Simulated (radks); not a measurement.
Neutral zirconium inside a hard spherical wall (all orbitals vanish at R), configuration held at [Kr] 4d2 5s2 and not refilled when levels cross. All-electron calculation, scalar-relativistic Kohn-Sham, PBEsol, spin-polarised, spherical densities, finite nucleus; open shells are filled with parallel spins first (spin-orbit coupling, left out, can overturn this in heavy ions); Fermi nuclear charge, rms radius 4.2694 fm. Program: a radial shooting solver on a logarithmic mesh with Libxc functionals. Eigenvalues in eV for spin up, with the zero of energy where the potential of the charges vanishes at infinity; a dash marks a level that is unbound or too diffuse for the functional's potential to be trusted. A positive occupied level is held by the wall or, in an anion where self-interaction has pushed it up, behind a barrier. The pressure on the wall is -dE/dV.

R (bohr)  E (hartree)  kinetic (hartree)    e(4s)    e(4p)   e(5s)   e(4d)  e(5p, empty)  e(6s, empty)  pressure (GPa)
free      -3596.46284           3697.552  -54.765  -32.817  -4.739  -4.077        -1.588             -               0
20        -3596.46283           3697.552  -54.765  -32.817  -4.739  -4.077        -1.587             -        < 0.0001
12        -3596.46268           3697.554  -54.749  -32.802  -4.727  -4.063        -1.545         0.965         0.00272
8         -3596.45204           3697.630  -54.288  -32.346  -4.351  -3.659        -0.819         5.237           0.411
5         -3596.20891           3698.687  -50.460  -28.653   0.164  -0.223         5.852        27.606            26.1
4         -3595.66181           3700.657  -46.181  -24.597   8.027   4.213        16.323        56.085             143
3.5       -3594.94708           3703.156  -42.366  -20.927  17.142   8.677        27.751        84.264             388
2.5       -3589.46403           3721.462  -24.143   -1.843  73.918  33.213        92.581        226.02            4610
1.5       -3539.88667           3856.478   84.287   118.38  420.50  174.18        450.08        917.10          149000
